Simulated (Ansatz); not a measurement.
Start from `CO[SiH](O)[SiH3]` and change one atom or group to get `OC[SiH](O)[SiH3]`.

Ansatz, PBE0-D4/def2-TZVP geometries, multiplicity 1. Each molecule was computed in one conformer, which needn't be the lowest.

```
                                          property  `CO[SiH](O)[SiH3]`
size of the dipole moment (ωB97M-V/def2-TZVPP) / D                1.18
               HOMO energy (B3LYP/def2-TZVPP) / eV               -7.70
                 LUMO energy (PBE/def2-TZVPP) / eV               -0.93
               HOMO–LUMO gap (PBE/def2-TZVPP) / eV                5.73
              HOMO–LUMO gap (PBE0/def2-TZVPP) / eV                7.80
             HOMO energy (ωB97M-V/def2-TZVPP) / eV               -9.96
```

(1) Give the same properties after the change, and the shifts. (Estimate.)

Results:

(1) Computed: 
| property | `OC[SiH](O)[SiH3]` | shift |
| --- | --- | --- |
| size of the dipole moment (ωB97M-V/def2-TZVPP) / D | 2.24 | 1.06 |
| HOMO energy (B3LYP/def2-TZVPP) / eV | -7.16 | 0.54 |
| LUMO energy (PBE/def2-TZVPP) / eV | -1.41 | -0.48 |
| HOMO–LUMO gap (PBE/def2-TZVPP) / eV | 4.52 | -1.21 |
| HOMO–LUMO gap (PBE0/def2-TZVPP) / eV | 6.80 | -1.00 |
| HOMO energy (ωB97M-V/def2-TZVPP) / eV | -9.60 | 0.36 |

With PBE0 the HOMO rises by 0.52 eV and the LUMO falls by 0.48 eV, so the gap narrows by about 1.00 eV. PBE moves the HOMO by 0.73 eV and ωB97M-V by 0.36 eV. Dipoles are sizes alone; their direction can turn.

B3LYP here is the variant with VWN-RPA as its local correlation; programs differ in this.
